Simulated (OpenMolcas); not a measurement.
**Computed transition rates of Co6+**

```json
{
  "Program": "OpenMolcas 26.06",
  "Method": "MS-RASPT2, IPEA 0.25 Eh, imaginary shift 0.1 Eh (closed shells correlated: 3s)",
  "Basis": "ANO-RCC-VTZP [6s5p3d2f1g]",
  "Scalar Hamiltonian": "DKH2, point nucleus",
  "Active space": "9 electrons in 8 orbitals (RAS1 3p, at most 2 holes; RAS2 3d)",
  "State averaging": "2S+1 = 4 even, 10 roots; 2S+1 = 2 even, 40 roots",
  "Spin-orbit coupling": "state interaction with AMFI integrals over the reference wave functions, term energies averaged over their components"
}
```

Rates come from the transition moments of the reference wave functions (E1 and E2 in the length form). At fixed line strength A goes as λ^-3 for E1 and M1 and as λ^-5 for E2, so a rate at the computed wavelength can be rescaled to the measured one. Measured vacuum wavelengths follow from level energies in Sugar and Corliss, J. Phys. Chem. Ref. Data 10, 1097 (1981). Branching counts decays inside the model space alone, at computed energies, and the table is only a selection of the E2 and M1 lines, drawn from those between levels with measured partners whose computed energy lies within a factor of 1.5 of the measured one.

```
     Upper       Lower  Type  λ computed (nm)  λ measured (nm)  A computed (s-1)  A rescaled (s-1)  Branching %
3d3 4F 5/2  3d3 4F 3/2    M1            13310            14330          1.83e-02          1.47e-02        100.0
3d3 4P 5/2  3d3 4P 3/2    M1            10310            11330          1.43e-02          1.08e-02         10.9
3d3 4F 7/2  3d3 4F 5/2    M1             9991            10960          4.36e-02          3.30e-02        100.0
3d3 4F 9/2  3d3 4F 7/2    M1             8271             8985          4.78e-02          3.73e-02        100.0
3d3 4P 5/2  3d3 4F 9/2    E2            490.1            513.8          6.95e-02          5.49e-02         53.1
3d3 4P 3/2  3d3 4F 7/2    E2            484.4            507.8          5.15e-02          4.07e-02         39.5
3d3 4P 1/2  3d3 4F 5/2    E2              467            490.2          4.86e-02          3.81e-02         35.5
3d3 4P 5/2  3d3 4F 7/2    E2            462.7              486          2.97e-02          2.32e-02         22.7
3d3 4P 5/2  3d3 4F 7/2    M1            462.7              486          5.07e-03                            3.9
3d3 4P 3/2  3d3 4F 5/2    E2              462            485.3          4.70e-02          3.67e-02         36.1
3d3 4P 3/2  3d3 4F 5/2    M1              462            485.3          4.47e-03                            3.4
3d3 4P 1/2  3d3 4F 3/2    E2            451.2              474          8.79e-02          6.87e-02         64.1
3d3 4P 3/2  3d3 4F 3/2    E2            446.5            469.4          1.85e-02          1.44e-02         14.2
3d3 4P 3/2  3d3 4F 3/2    M1            446.5            469.4          8.60e-03                            6.6
3d3 4P 5/2  3d3 4F 5/2    E2            442.2            465.4          8.34e-03          6.46e-03          6.4
```

Spin-changing lines and M1 lines between different terms are not rescaled, since their strength hangs on the term gaps too.

The largest correction is for 3d3 4P 5/2 → 3d3 4P 3/2 (M1): 1.43e-02 × (10310 / 11330)^3 = 1.08e-02 s-1, a factor of 0.75.

The computed rate and branching of 3d3 4F 5/2 → 3d3 4F 3/2 give the upper level a radiative lifetime of 1.000 / 1.83e-02 s-1 = 5.46e+01 s, counting decays inside the model space alone. The rescaled rate gives about 6.8e+01 s.

These are rates of the free ion; in crystals, glasses and complexes forced electric-dipole and non-radiative decay shorten such lifetimes by orders of magnitude. No measured rate stands beside these. Rescaling mends the energy factor alone: line strengths can still be far off where a level mixes with configurations outside the active space, and weak or spin-changing lines hang on small mixing coefficients that depend on the term gaps too, so rescaling need not improve them.

Term energies are means over components that CASPT2 splits; among the terms shown or strongly mixed into the levels shown the widest spread is 950 cm-1 (3d3 4F). Active for correlation alone: 3p; no level in the range computed is led by a configuration that opens it, so any true level of that kind is missing. Computed and measured levels are paired by configuration, term and J; levels that our copy of the source lacks, or whose pairing is in doubt (as where it misses far off the trend of its configuration), stay unpaired. Levels of configurations outside the active space are missing.
